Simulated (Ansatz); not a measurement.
Ideal-gas functions of ClH₂NZn, SMILES `[NH2][Zn][Cl]` at 500 K and 1 bar, from an Ansatz frequency run at PBE0-D4/def2-TZVP.

Molar mass 116.87 g/mol, point group Cs (symmetry number 1), electronic degeneracy 1, moments of inertia 1.664, 195.09, 196.117 u Å². Harmonic wavenumbers (cm⁻¹, unscaled): 132, 139, 403, 462, 690, 780, 1562, 3558, 3649.

Use S(trans) = R[1.5 ln M + 2.5 ln T − 1.1517]; rotational temperatures θ = 24.2544 K / I; S(rot) = R[ln(√π/σ · √(T³/θAθBθC)) + 1.5]; for each mode x = 1.438777 ν̃/T, S = R[x/(eˣ − 1) − ln(1 − e⁻ˣ)] and H = RT x/(eˣ − 1); 1 cm⁻¹ = 0.0119627 kJ/mol; R = 8.31446 J/(mol·K).

By hand: the entropy, in J/(mol·K).

Translation 179.0. Rotation: θ = 14.576, 0.1243, 0.1237 K, giving 101.0. Vibration, mode by mode: 16.41, 15.99, 7.53, 6.53, 3.86, 3.14, 0.52, 0.00, 0.00, in all 54.0. Electronic 0.0. Sum 334.0 J/(mol·K).

By hand: H − E and G − E in kJ/mol, counted from the electronic energy.

Zero-point energy ½ × 11375 × 0.0119627 = 68.0; thermal vibration 13.6; translation, rotation and pV give 4 RT = 16.6. H − E = 98.2 kJ/mol, and G − E = 98.2 − 500 × 334.0/1000 = -68.8 kJ/mol.

Vibration gives 16 % of the entropy, 32.4 J/(mol·K) of it from the modes under 150 cm⁻¹: soft modes count most, and the harmonic formula is weakest for them. The sum counts one conformer and one mirror image; others add a mixing term.
